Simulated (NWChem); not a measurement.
GeH$_{3}$TeCl; SMILES [Te](Cl)[GeH3]

All runs: NWChem. The geometry was optimised at PBE0/def2-SVP. Not confirmed as a minimum by frequencies. def2 effective core potentials on Te; no spin-orbit coupling. Ions are spin-unrestricted doublets at the neutral geometry; other ion states weren't tried.

For level PBE0/def2-SVP:

| Quantity | Value |
|---|---|
| vertical ionisation energy, ΔSCF (eV) | 8.49 |
| −ε(HOMO) (eV) | 6.42 |

Problem. What are these values for level PBE/def2-SVP?

Solution. The vertical ionisation energy, ΔSCF (eV) is 8.26 and the −ε(HOMO) (eV) is 5.28.
